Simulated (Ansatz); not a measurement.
C2H10ClNSi2, SMILES CN[Si@@H](Cl)C[SiH3].

The structure is a stationary point at PBE-D3(BJ)/def2-SVP. The structure was generated by enumeration; whether it is a known compound was not checked. The values are those of a single conformer.

Two levels are set side by side: PBE/def2-SVPD (Ansatz, an electronic-structure program) and CAM-B3LYP/def2-SVPD (Ansatz). Energy differences of separate SCF runs at the same geometry; the states with an electron removed or added have multiplicity 2 and 2. Differences are taken from unrounded values.

```json
[
 {"quantity": "vertical ionisation energy (eV)", "PBE": "8.88"},
 {"quantity": "vertical singlet–triplet gap (eV)", "PBE": "5.70"}
]
```

### Question
These are the PBE values. What does CAM-B3LYP give? (An estimate is asked for; the answer gives what the named calculation found.)

### Answer

```csv
quantity,CAM-B3LYP,PBE minus CAM-B3LYP
vertical ionisation energy (eV),9.33,-0.45
vertical singlet–triplet gap (eV),6.24,-0.54
```
